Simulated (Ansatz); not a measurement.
Input for Ansatz (a first-principles code): R-r2SCAN/def2-TZVPPD on C2H8OSe (a complex). Files ending in .json are basis or fitting sets from the Basis Set Exchange.

Ansatz 0.2 input:
```yaml
crystal:
  periodic: [false, false, false]
  atoms:
    - {symbol: C, position_ang: [-0.89416439, 1.69410587, -0.20739339]}
    - {symbol: Se, position_ang: [0.59857725, 0.44933573, 0.06816918]}
    - {symbol: C, position_ang: [-0.43148371, -1.20351071, -0.17863480]}
    - {symbol: H, position_ang: [-1.66101380, 1.51309350, 0.54170218]}
    - {symbol: H, position_ang: [-0.49389250, 2.69885104, -0.09093413]}
    - {symbol: H, position_ang: [-1.29244608, 1.57289240, -1.21206378]}
    - {symbol: H, position_ang: [-1.21790498, -1.25642454, 0.57019856]}
    - {symbol: H, position_ang: [0.26169880, -2.03116262, -0.04553532]}
    - {symbol: H, position_ang: [-0.84589694, -1.23098117, -1.18372368]}
    - {symbol: O, position_ang: [-1.18663193, 0.19324771, 2.91138082]}
    - {symbol: H, position_ang: [-0.87964292, 0.23790868, 3.82208480]}
    - {symbol: H, position_ang: [-0.39314488, 0.31460588, 2.36280441]}
basis:
  gaussian:
    orbitals: def2-TZVPPD.json
hamiltonian:
  xc: {name: r2SCAN}
scf: {lower_state_search: off}
```

Output:

```
WARN ansatz: RAYON_NUM_THREADS=1 ignored (pool sized by the plan → 1); use --threads N
Functional definition: r2SCAN
these checks for a lower state are left out or cut short: stability, starts, cluster_reference, orbital_swaps, neighbouring_geometries, increment
integrals: 0.29 GiB planned
1427 factors; their error is unknown
mean field: 1.95 GiB planned
mean field evaluation 1: about -69584.3903 eV, gradient 9.0e1 eV
mean field evaluation 2: about -69550.7209 eV, gradient 1.5e2 eV
mean field evaluation 4: about -69600.4012 eV, gradient 1.1e1 eV
mean field evaluation 8: about -69600.6314 eV, gradient 2.7e-1 eV
mean field evaluation 16: about -69600.5876 eV, gradient 7.8e-4 eV
mean field -69600.58757136 eV, -2557.7744162747 hartree, gradient 3.2e-6 eV, S^2 0.000000; 0 other end points of the search recorded, 0 dependent functions left out
reference -69600.58759250 eV, -2557.7744170516 hartree; 31, 31 occupied and 276, 276 virtual orbitals, 1427 factors
Total energy: -69600.58759250 eV, -2557.7744170516 hartree
Checks for a lower state left out: stability, starts, cluster_reference, orbital_swaps, neighbouring_geometries, increment
```

The run converged.

Cost: very roughly 5 core-seconds.
